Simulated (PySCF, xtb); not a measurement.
CH₄Al, SMILES [CH3][AlH+], charge +1.

GFN2-xTB run with xtb at its own geometry gives an orbital gap of 3.30 eV.

The structure is a stationary point at PBE0-D3(BJ)/def2-TZVP. The multiplicity is an assumed one; other spin states were not compared. The isomer is the one that the SMILES or the coordinates give; other isomers of the formula were not compared.

Question: What does PBE/def2-TZVPD (PySCF) give? (The exact figures need the calculation; the answer reports its results.)

Answer: gap 5.59 eV (levels -13.70 and -8.12 eV).
